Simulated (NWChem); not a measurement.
System meant: TiH3O3Cl; SMILES [OH][Ti]([Cl])([OH])[OH]

Here is an NWChem input.

```
start job
memory heap 200 mb stack 900 mb global 1100 mb
geometry units angstroms noautosym nocenter noautoz
  Ti     0.007860    -0.291525    -0.014940
  Cl     0.057626     1.931516    -0.071106
  O      1.133399    -0.873303     1.215503
  H      2.002028    -1.284063     1.164396
  O      0.477734    -0.929751    -1.593424
  H     -0.022714    -1.326532    -2.313213
  O     -1.626913    -0.832356     0.377851
  H     -2.020780    -1.193515     1.178027
end
basis spherical
  * library 6-31g*
end
dft
  xc m06-2x
  iterations 150
end
property
  shielding 4 1 2 3 4
end
task dft property
```

End of the output:

```
 Vector   36  Occ=0.000000D+00  E=-1.401084D-03
              MO Center= -7.9D-03, -1.0D+00,  3.7D-03, r^2= 6.5D+00
   Bfn.  Coefficient  Atom+Function         Bfn.  Coefficient  Atom+Function
  ----- ------------  ---------------      ----- ------------  ---------------
    14      1.061896  1 Ti s                 10      0.542206  1 Ti s
    16     -0.411342  1 Ti py                22      0.400322  1 Ti d  2
    12      0.282712  1 Ti py                27      0.268683  1 Ti d  2
    20      0.231291  1 Ti d  0              58     -0.210495  3 O  s
    74     -0.210221  5 O  s                 90     -0.210271  7 O  s

 center of mass
 --------------
 x =   0.02982415 y =   0.11689839 z =  -0.04504456

 moments of inertia (a.u.)
 ------------------
         895.030830787093          -8.041743135009           0.246019934944
          -8.041743135009         534.129208876718           9.114161926966
           0.246019934944           9.114161926966         894.955274651171

     Multipole analysis of the density
     ---------------------------------

     L   x y z        total         alpha         beta         nuclear
     -   - - -        -----         -----         ----         -------
     0   0 0 0      0.000000    -33.000000    -33.000000     66.000000

     1   1 0 0     -0.037081     -0.949095     -0.949095      1.861108
     1   0 1 0     -1.666552     -2.283482     -2.283482      2.900412
     1   0 0 1      0.042043      1.446661      1.446661     -2.851279

     2   2 0 0    -31.271954    -89.605838    -89.605838    147.939723
     2   1 1 0     -0.155747     -1.996583     -1.996583      3.837419
     2   1 0 1      0.005961      0.102236      0.102236     -0.198511
     2   0 2 0    -36.201269   -176.450205   -176.450205    316.699141
     2   0 1 1      0.194103      2.289279      2.289279     -4.384456
     2   0 0 2    -31.269564    -89.661401    -89.661401    148.053239

          -----------------------------------------
          Chemical Shielding Tensors (GIAO, in ppm)
          -----------------------------------------

 ------------------------------------------------------------------------
  xm06: d2 not coded                    0
 ------------------------------------------------------------------------
 ------------------------------------------------------------------------
  current input line :
    23: task dft property
 ------------------------------------------------------------------------
 ------------------------------------------------------------------------
 This error has not yet been assigned to a category
 ------------------------------------------------------------------------
 For more information see the NWChem manual at https://nwchemgit.github.io

0: xm06: d2 not coded:Received an Error in Communication
```

**Question.** Can this run be used? If not, why, and what is the fix?

**Answer.** The run crashed. Cause: this functional's second derivatives, which shieldings need, aren't coded here; the fix takes a hybrid GGA instead. This input runs:
```
start job
memory heap 200 mb stack 900 mb global 1100 mb
geometry units angstroms noautosym nocenter noautoz
  Ti     0.007860    -0.291525    -0.014940
  Cl     0.057626     1.931516    -0.071106
  O      1.133399    -0.873303     1.215503
  H      2.002028    -1.284063     1.164396
  O      0.477734    -0.929751    -1.593424
  H     -0.022714    -1.326532    -2.313213
  O     -1.626913    -0.832356     0.377851
  H     -2.020780    -1.193515     1.178027
end
basis spherical
  * library 6-31g*
end
dft
  xc pbe0
  iterations 150
end
property
  shielding 4 1 2 3 4
end
task dft property
```
It converges to -1536.68068 Ha (PBE0/6-31G* (spherical d), GIAO).
